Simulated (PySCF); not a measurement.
# Hg2I2: from a saddle point downhill

PySCF 2.14.0, RKS PBE0, Hg def2-SVP with ECP60, I def2-SVP with ECP28; non-relativistic Hamiltonian with scalar-relativistic core potentials where named; density fitting; no spin-orbit coupling. Relaxed within the symmetry of its start, the geometry (D2h) is

```xyz
4

Hg    0.0000    0.0000    2.2197
Hg    0.0000    0.0000   -2.2197
I     1.9865    0.0000    0.0000
I    -1.9865    0.0000    0.0000
```

and its lowest harmonic modes are -80, 39, 50, 72, 84, 106 cm⁻¹ (negative: unstable). It was moved along the lowest mode and relaxed again, within the group C2v that the move left.

Where does it end, and how much lower?

In C2v, 1.728 eV lower, after 10 steps:
```xyz
4

Hg    0.0000    0.0000    0.9520
Hg    0.0000    0.0000   -2.7721
I     2.6113    0.0000    1.0030
I    -2.6113    0.0000    1.0030
```

How do the contacts change?


```json
{"contact": "Hg1–I3 (I)", "saddle (Å)": "2.979", "end (Å)": "2.612"}
{"contact": "Hg1–I4 (I)", "saddle (Å)": "2.979", "end (Å)": "2.612"}
```


Is the end a minimum?

Yes, as far as the noise of the softest modes lets one tell (those above −25 cm⁻¹ count as noise); lowest modes 14, 14, 50, 54, 153, 228 cm⁻¹.

State: singlet.
